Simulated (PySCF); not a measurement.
Highest orbital energy against ionisation energy along group 13

Calculated with PySCF 2.14, no spin-orbit coupling. Each cell gives −ε(HOMO) / ΔSCF in eV; NIST values include spin-orbit coupling, (s) semi-empirical, (t) theoretical.

| species | UHF | LDA | PBE | PBE0 | r2SCAN | NIST (lowest levels) |
| --- | --- | --- | --- | --- | --- | --- |
| B⁺ (aug-cc-pCVTZ-DK, spin-free X2C) | 23.783 / 23.449 | 19.410 / 24.560 | 19.511 / 24.615 | 20.799 / 24.571 | 19.729 / 24.267 | 25.155 |
| Al⁺ (aug-cc-pCVTZ-DK, spin-free X2C) | 17.780 / 17.551 | 14.913 / 18.923 | 14.806 / 18.789 | 15.763 / 18.684 | 14.957 / 18.408 | 18.829 |
| In⁺ (aug-cc-pwCVTZ-DK3, spin-free X2C) | 17.291 / 17.014 | 15.295 / 19.406 | 14.918 / 18.975 | 15.729 / 18.662 | 15.108 / 18.696 | 18.870 |
| Tl⁺ (aug-cc-pwCVTZ-DK3, spin-free X2C) | 18.712 / 18.349 | 16.649 / 20.954 | 16.272 / 20.512 | 17.123 / 20.180 | 16.507 / 20.356 | 20.428 |

How far is −ε(HOMO) from ΔSCF on average for each method, and why?

UHF 0.30 eV; LDA -4.39 eV; PBE -4.35 eV; PBE0 -3.17 eV; r2SCAN -3.86 eV. Hartree-Fock orbital energies lack relaxation and so exceed the ΔSCF value; semilocal functionals have convex E(N) from self-interaction, so their HOMO lies far too high; exact exchange moves hybrids part of the way back.
